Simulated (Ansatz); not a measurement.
One change: `C#CS(C)(=O)=O` becomes `C=CCS(C)(=O)=O`.

Ansatz, PBE0-D4/def2-TZVP geometries, multiplicity 1. Each molecule was computed in one conformer, which needn't be the lowest.

| property | `C#CS(C)(=O)=O` |
| --- | --- |
| ideal-gas entropy at 298 K and 1 bar (rigid rotor, harmonic PBE0-D4/def2-TZVP) / J/(mol·K) | 335 |
| HOMO energy (PBE/def2-TZVPP) / eV | -7.29 |
| HOMO energy (B3LYP/def2-TZVPP) / eV | -8.46 |
| zero-point energy (PBE0-D4/def2-TZVP) / kJ/mol | 176.1 |
| size of the dipole moment (B3LYP/def2-TZVPP) / D | 4.41 |
| size of the dipole moment (ωB97M-V/def2-TZVPP) / D | 4.48 |

(1) Give the same properties after the change, and the shifts. (Estimate.)

Answers

(1) The calculation gave: 
| property | `C=CCS(C)(=O)=O` | shift |
| --- | --- | --- |
| ideal-gas entropy at 298 K and 1 bar (rigid rotor, harmonic PBE0-D4/def2-TZVP) / J/(mol·K) | 370 | 35 |
| HOMO energy (PBE/def2-TZVPP) / eV | -6.65 | 0.64 |
| HOMO energy (B3LYP/def2-TZVPP) / eV | -7.69 | 0.77 |
| zero-point energy (PBE0-D4/def2-TZVP) / kJ/mol | 313.1 | 137.0 |
| size of the dipole moment (B3LYP/def2-TZVPP) / D | 4.45 | 0.04 |
| size of the dipole moment (ωB97M-V/def2-TZVPP) / D | 4.52 | 0.04 |

With PBE0 the HOMO rises by 0.82 eV and the LUMO rises by 0.36 eV, so the gap narrows by about 0.46 eV. PBE moves the HOMO by 0.64 eV and ωB97M-V by 0.87 eV. The zero-point energy changes by 137.0 kJ/mol with +15 modes. Dipoles are sizes alone; their direction can turn.

B3LYP here is the variant with VWN-RPA as its local correlation; programs differ in this.
